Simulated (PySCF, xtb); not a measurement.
CH₄BBrO₂, SMILES BrB(O)OC.

GFN2-xTB (xtb) at its own geometry gives an orbital gap of 6.28 eV and a dipole moment of 5.68 D.

Coordinates come from a B3LYP-D3(BJ)/def2-SVP optimisation. The structure was generated by enumeration, and PubChem lists no compound with its InChIKey, so it may never have been made. The values are those of a single conformer.

What does PBE/def2-TZVP (PySCF) give? (Estimate from the structure and the level; the computed values follow.)

gap 6.80 eV (levels -6.96 and -0.15 eV), dipole 2.04 D.
